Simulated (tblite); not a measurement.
Record of a relaxation.

Species: C3H10BrFSi3.
Numbering: `[F:1][C@@H:2]1[SiH2:3][SiH2:4][CH2:5][C@H:6]([Br:7])[SiH2:8]1` (hydrogens: H9 on C2; H10, H11 on Si3; H12, H13 on Si4; H14, H15 on C5; H16 on C6; H17, H18 on Si8)

Computed with GFN2-xTB (tblite), gas phase: L-BFGS steps from a force-field or distance-geometry start until the largest atomic force falls under 0.01 eV/Å. 8 of its 83 geometries are shown.

Step 0: E = -693.0659 eV, largest atomic force 1.464 eV/Å
```
atom  x, y, z in Å  |  force x, y, z in eV/Å
F1      1.528    2.622    0.847   -0.018   0.577   0.411
C2      0.773    1.479    0.839   -0.014  -0.849   0.975
Si3     1.877   -0.016    0.489    0.812  -0.186  -0.287
Si4     0.447   -1.741    0.372    0.235  -1.222   0.772
C5     -0.907   -1.218   -0.799   -0.526   0.317  -0.774
C6     -1.599   -0.021   -0.161    0.717  -0.416   0.877
Br7    -3.345    0.310   -0.875   -0.624   0.017  -0.200
Si8    -0.486    1.458   -0.530   -0.677   1.048  -0.549
H9      0.291    1.270    1.835    0.469   0.866  -0.489
H10     2.370    0.192   -0.874    0.406   0.156   0.040
H11     2.911   -0.206    1.476    0.394   0.183   0.196
H12     1.113   -2.959   -0.105   -0.211  -0.029   0.046
H13    -0.178   -1.951    1.702    0.006  -0.230  -0.237
H14    -1.625   -2.024   -0.996    0.210   0.168  -0.222
H15    -0.442   -0.833   -1.745   -0.649  -1.007   0.416
H16    -1.694   -0.193    0.940   -0.388   0.154  -0.775
H17     0.194    1.143   -1.788   -0.022   0.241  -0.222
H18    -1.235    2.695   -0.640   -0.120   0.210   0.023
```

Step 12: E = -693.6828 eV, largest atomic force 0.243 eV/Å
```
atom  x, y, z in Å  |  force x, y, z in eV/Å
F1      1.558    2.661    0.890   -0.111  -0.153  -0.077
C2      0.816    1.477    0.835   -0.035  -0.039  -0.108
Si3     1.973   -0.042    0.503   -0.062  -0.183   0.010
Si4     0.471   -1.845    0.400    0.091   0.218  -0.058
C5     -0.942   -1.270   -0.780    0.136  -0.053   0.155
C6     -1.572   -0.012   -0.221   -0.141   0.062  -0.033
Br7    -3.406    0.287   -0.967    0.140   0.012  -0.143
Si8    -0.542    1.575   -0.530    0.187  -0.011   0.011
H9      0.351    1.388    1.824    0.036   0.057   0.013
H10     2.622    0.249   -0.781    0.016   0.008  -0.049
H11     3.069   -0.088    1.478   -0.106   0.022   0.072
H12     1.008   -3.115   -0.095   -0.004   0.036  -0.060
H13    -0.194   -2.155    1.672   -0.001  -0.024   0.076
H14    -1.689   -2.058   -0.897    0.034   0.006   0.066
H15    -0.523   -1.084   -1.771   -0.125   0.009  -0.041
H16    -1.800   -0.142    0.835    0.013  -0.043   0.107
H17     0.098    1.369   -1.832    0.026   0.051  -0.118
H18    -1.308    2.812   -0.574   -0.093   0.025   0.176
```

Step 23: E = -693.7781 eV, largest atomic force 0.196 eV/Å
```
atom  x, y, z in Å  |  force x, y, z in eV/Å
F1      1.593    2.614    0.765    0.001   0.048   0.038
C2      0.832    1.444    0.772    0.113  -0.085   0.034
Si3     2.011   -0.068    0.510   -0.017  -0.015  -0.011
Si4     0.503   -1.850    0.402    0.120   0.027   0.041
C5     -0.945   -1.293   -0.721   -0.116   0.077   0.006
C6     -1.566   -0.001   -0.245   -0.181   0.072  -0.023
Br7    -3.302    0.300   -1.199    0.067   0.005   0.001
Si8    -0.546    1.589   -0.542   -0.029   0.012   0.036
H9      0.382    1.397    1.774    0.085   0.066  -0.047
H10     2.724    0.241   -0.746   -0.039  -0.078   0.124
H11     3.010   -0.036    1.593   -0.096  -0.050  -0.086
H12     0.983   -3.112   -0.178    0.044   0.056   0.017
H13    -0.134   -2.217    1.687    0.096   0.049  -0.073
H14    -1.697   -2.086   -0.706   -0.033  -0.024  -0.062
H15    -0.640   -1.169   -1.764    0.080  -0.112   0.054
H16    -1.876   -0.081    0.800   -0.029  -0.038  -0.038
H17     0.023    1.554   -1.891   -0.043  -0.005  -0.016
H18    -1.364    2.780   -0.323   -0.022  -0.004   0.004
```

Step 35: E = -693.8112 eV, largest atomic force 0.061 eV/Å
```
atom  x, y, z in Å  |  force x, y, z in eV/Å
F1      1.632    2.624    0.704   -0.013   0.020  -0.029
C2      0.866    1.456    0.752    0.016   0.007  -0.025
Si3     2.014   -0.074    0.510    0.016  -0.018   0.012
Si4     0.515   -1.835    0.400   -0.046  -0.003  -0.020
C5     -0.976   -1.309   -0.694   -0.004   0.020   0.012
C6     -1.601    0.002   -0.268   -0.005   0.000   0.003
Br7    -3.258    0.331   -1.334    0.023   0.000  -0.019
Si8    -0.567    1.596   -0.513   -0.017  -0.007   0.024
H9      0.453    1.438    1.770    0.012   0.018  -0.025
H10     2.789    0.170   -0.713    0.000   0.020   0.017
H11     2.957   -0.091    1.633    0.023  -0.008  -0.007
H12     1.038   -3.060   -0.215   -0.006  -0.007   0.013
H13    -0.034   -2.216    1.711   -0.018  -0.022  -0.005
H14    -1.736   -2.096   -0.664    0.052  -0.005  -0.019
H15    -0.646   -1.239   -1.735   -0.033   0.016   0.029
H16    -1.981   -0.076    0.752    0.003  -0.009  -0.011
H17    -0.073    1.622   -1.894   -0.009  -0.011   0.059
H18    -1.401    2.761   -0.214    0.003  -0.011  -0.007
```

Step 47: E = -693.8171 eV, largest atomic force 0.051 eV/Å
```
atom  x, y, z in Å  |  force x, y, z in eV/Å
F1      1.636    2.638    0.639    0.009  -0.024  -0.010
C2      0.883    1.465    0.744   -0.022   0.015  -0.004
Si3     2.022   -0.075    0.518   -0.045  -0.021  -0.011
Si4     0.511   -1.831    0.403    0.017   0.002   0.013
C5     -0.979   -1.306   -0.688    0.008  -0.008   0.003
C6     -1.619   -0.006   -0.258   -0.013   0.018  -0.028
Br7    -3.233    0.341   -1.384   -0.009  -0.007   0.005
Si8    -0.585    1.589   -0.484    0.035   0.015   0.014
H9      0.497    1.476    1.771    0.008   0.020   0.008
H10     2.804    0.173   -0.697    0.010   0.007  -0.021
H11     2.971   -0.121    1.636    0.007   0.017   0.018
H12     1.041   -3.054   -0.211   -0.009   0.000  -0.004
H13    -0.043   -2.234    1.706   -0.010   0.005   0.002
H14    -1.724   -2.106   -0.674   -0.007  -0.004   0.001
H15    -0.648   -1.219   -1.726    0.016   0.008  -0.010
H16    -2.033   -0.093    0.747    0.008  -0.013  -0.005
H17    -0.091    1.614   -1.864   -0.016  -0.003   0.021
H18    -1.420    2.754   -0.188    0.015  -0.030   0.008
```

Step 59: E = -693.8192 eV, largest atomic force 0.021 eV/Å
```
atom  x, y, z in Å  |  force x, y, z in eV/Å
F1      1.662    2.628    0.593   -0.014  -0.002   0.002
C2      0.890    1.472    0.746   -0.004  -0.012  -0.003
Si3     2.015   -0.080    0.522    0.015   0.013   0.005
Si4     0.504   -1.834    0.409    0.005  -0.014   0.008
C5     -0.974   -1.307   -0.696   -0.012   0.004  -0.011
C6     -1.624   -0.013   -0.262    0.011   0.011   0.010
Br7    -3.230    0.336   -1.395   -0.007   0.004  -0.003
Si8    -0.589    1.584   -0.466   -0.004   0.018  -0.010
H9      0.528    1.516    1.781    0.005   0.012  -0.012
H10     2.794    0.176   -0.695   -0.006  -0.015   0.002
H11     2.967   -0.110    1.640   -0.003  -0.005  -0.001
H12     1.031   -3.055   -0.209    0.003  -0.008   0.011
H13    -0.061   -2.232    1.709    0.000   0.003  -0.006
H14    -1.717   -2.109   -0.697   -0.008  -0.010   0.005
H15    -0.631   -1.211   -1.729    0.011   0.013  -0.002
H16    -2.045   -0.111    0.740    0.010  -0.013  -0.001
H17    -0.101    1.612   -1.847   -0.007   0.016   0.006
H18    -1.427    2.743   -0.156    0.004  -0.015   0.000
```

Step 70: E = -693.8205 eV, largest atomic force 0.023 eV/Å
```
atom  x, y, z in Å  |  force x, y, z in eV/Å
F1      1.670    2.627    0.554   -0.001  -0.010   0.010
C2      0.895    1.477    0.739   -0.001  -0.009  -0.008
Si3     2.010   -0.085    0.531    0.009   0.014  -0.003
Si4     0.500   -1.841    0.414   -0.003   0.019  -0.006
C5     -0.965   -1.307   -0.707   -0.003  -0.001   0.000
C6     -1.620   -0.019   -0.264    0.014  -0.002   0.003
Br7    -3.227    0.337   -1.392   -0.006  -0.006   0.000
Si8    -0.596    1.587   -0.458   -0.002   0.007  -0.001
H9      0.545    1.546    1.776    0.010  -0.002  -0.009
H10     2.785    0.148   -0.693    0.006  -0.002   0.007
H11     2.962   -0.107    1.649   -0.009  -0.006  -0.011
H12     1.028   -3.070   -0.186    0.004  -0.004  -0.002
H13    -0.076   -2.228    1.710   -0.018  -0.004   0.014
H14    -1.709   -2.109   -0.722    0.007  -0.008  -0.003
H15    -0.612   -1.201   -1.736    0.004   0.007   0.009
H16    -2.038   -0.130    0.737    0.002   0.010  -0.006
H17    -0.120    1.649   -1.841   -0.006  -0.003  -0.001
H18    -1.442    2.733   -0.123   -0.008   0.001   0.006
```

Step 82: E = -693.8211 eV, largest atomic force 0.009 eV/Å
```
atom  x, y, z in Å  |  force x, y, z in eV/Å
F1      1.678    2.624    0.537   -0.003  -0.007   0.002
C2      0.900    1.478    0.729   -0.003  -0.002  -0.002
Si3     2.010   -0.089    0.528   -0.003   0.002   0.001
Si4     0.495   -1.840    0.422    0.003  -0.001   0.003
C5     -0.957   -1.304   -0.713    0.004  -0.001   0.001
C6     -1.617   -0.021   -0.265   -0.001  -0.002  -0.001
Br7    -3.232    0.329   -1.387    0.006  -0.003   0.005
Si8    -0.603    1.592   -0.455    0.000  -0.005   0.002
H9      0.556    1.551    1.768    0.004  -0.002  -0.005
H10     2.792    0.134   -0.693    0.002   0.003   0.001
H11     2.957   -0.114    1.649    0.005   0.001   0.002
H12     1.027   -3.074   -0.167   -0.005   0.002   0.004
H13    -0.101   -2.221    1.713    0.004   0.006  -0.003
H14    -1.697   -2.109   -0.742   -0.002   0.006  -0.004
H15    -0.590   -1.188   -1.736   -0.004   0.002  -0.002
H16    -2.031   -0.135    0.738   -0.008   0.000  -0.005
H17    -0.139    1.667   -1.841   -0.004   0.001  -0.001
H18    -1.458    2.726   -0.100    0.005   0.000   0.001
```

Task: Summarise the path.

Result: The energy falls by 17.42 kcal/mol from step 0 to step 82; nine tenths of that is first reached at step 19. It falls at every step. The largest force goes from 1.464 to 0.009 eV/Å. Among the bonds C6–Br7 changes most, from 1.916 to 1.997 Å; the atoms move by 0.346 Å rms after alignment.

Task: Follow the three bonds and two angles with the largest change from start to end.

Result: 
```tsv
step	E above end (kcal/mol)	largest force (eV/Å)	C6–Br7 (Å)	Si3–Si4 (Å)	C2–Si8 (Å)	C5–C6–Si8 (°)	Si3–C2–Si8 (°)
0	17.42	1.464	1.916	2.244	1.861	105.5	104.5
4	7.95	0.670	2.019	2.304	1.925	109.7	107.5
7	5.78	0.431	1.977	2.308	1.912	110.3	108.5
11	3.45	0.313	1.984	2.350	1.928	113.3	109.6
14	2.75	0.314	2.018	2.327	1.921	114.2	110.2
18	1.82	0.258	1.973	2.316	1.918	113.8	111.8
21	1.28	0.243	1.992	2.344	1.920	115.5	113.3
25	0.76	0.155	1.998	2.320	1.907	116.5	114.5
29	0.47	0.103	1.992	2.324	1.915	117.3	115.5
32	0.33	0.153	1.997	2.315	1.911	117.5	115.2
36	0.22	0.058	1.997	2.317	1.918	117.6	114.9
39	0.17	0.062	1.996	2.319	1.916	117.7	115.3
43	0.13	0.076	1.995	2.314	1.913	117.2	115.3
46	0.10	0.039	1.998	2.319	1.917	117.0	115.4
50	0.08	0.037	1.997	2.318	1.916	116.9	115.2
53	0.06	0.034	1.998	2.318	1.915	116.7	115.2
57	0.05	0.034	1.997	2.319	1.916	116.7	115.1
61	0.04	0.019	1.997	2.318	1.916	116.9	115.2
64	0.03	0.037	1.999	2.320	1.916	117.1	115.4
68	0.02	0.025	1.996	2.318	1.916	117.0	115.3
71	0.01	0.018	1.997	2.319	1.915	117.0	115.4
75	0.01	0.031	1.997	2.318	1.915	117.2	115.6
78	0.00	0.015	1.996	2.317	1.916	117.1	115.7
82	0.00	0.009	1.997	2.318	1.916	117.1	115.8
```

The cost below is that of the whole relaxation. Time: 1.6 s wall. Hardware: one thread of an Arm Neoverse N1, no GPU, shared host with 64 logical CPUs at a one-minute load of 59.
